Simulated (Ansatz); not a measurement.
`C#CC(C)OC` + `[NH2][GaH][CH2]F` → `C[NH][GaH][CH2]F` + `C#CCOC`  (substitution at a C–C bond)

Isolated molecules relaxed with PBE0-D4/def2-TZVP in Ansatz; ΔE leaves out vibrations. CCSD(T)/CBS is the MP2 limit (def2-TZVPP, def2-QZVPP) plus CCSD(T) − MP2 in def2-TZVPP, frozen cores. Functionals use def2-TZVPP. For Ga outer-core shells are correlated without core-valence functions, which leaves a few kJ/mol of doubt a bond. Scalar relativity is left out up to krypton. One conformer a species, not always the lowest.

`C#CC(C)OC`:

Cartesian coordinates in Å:
```
C 0.247 2.038 -1.330
C 0.313 0.979 -0.769
C 0.399 -0.313 -0.080
C 1.724 -0.470 0.640
O -0.623 -0.472 0.876
C -1.912 -0.516 0.319
H 0.190 2.979 -1.824
H 0.305 -1.102 -0.844
H 2.552 -0.380 -0.064
H 1.825 0.302 1.403
H 1.763 -1.449 1.119
H -2.609 -0.683 1.140
H -2.167 0.424 -0.185
H -2.007 -1.339 -0.403
```

`[NH2][GaH][CH2]F`:

Cartesian coordinates in Å:
```
N 1.352 1.159 0.336
Ga 0.564 -0.475 0.233
C -1.324 -0.502 -0.392
F -1.824 -1.802 -0.432
H 0.908 2.030 0.103
H 2.301 1.298 0.640
H 1.412 -1.718 0.639
H -1.417 -0.075 -1.396
H -1.971 0.086 0.269
```

`C[NH][GaH][CH2]F`:

Z-matrix (Å, degrees):
```
C
N 1 1.446
H 1 1.097 2 112.0
H 1 1.090 2 110.0 3 119.5
H 1 1.097 2 112.0 3 -121.0
Ga 2 1.811 1 129.4 3 -119.5
H 2 1.008 1 112.9 3 60.4
C 6 1.990 2 120.0 1 -0.1
H 6 1.565 2 116.9 1 -180.0
F 8 1.395 6 113.1 2 0.2
H 8 1.096 6 110.7 2 121.1
H 8 1.096 6 110.7 2 -120.7
```

`C#CCOC`:

Cartesian coordinates in Å:
```
C 0.129 0.505 2.843
C -0.094 0.204 1.704
C -0.390 -0.175 0.334
O 0.620 0.280 -0.528
C 0.358 -0.074 -1.859
H 0.332 0.775 3.853
H -0.485 -1.271 0.273
H -1.365 0.247 0.044
H 0.303 -1.165 -1.984
H 1.178 0.310 -2.464
H -0.585 0.364 -2.216
```

```csv
level,ΔE (eV)
PBE-D4,0.54
PBE,0.53
```

What does CCSD(T)/CBS give? (An estimate is asked.)

Ansatz gave: +0.62 eV. The listed levels differ from it by -0.08, -0.09 eV.

Largest T1 diagnostic among the species: 0.014.

In def2-TZVPP, CCSD(T) changes the Hartree–Fock value by +0.03 eV (the triples alone add +0.01 eV) and MP2 by +0.08 eV. From PBE to PBE0 (25 % exact exchange), in def2-TZVPP and without D4, ΔE moves by +0.04 eV.
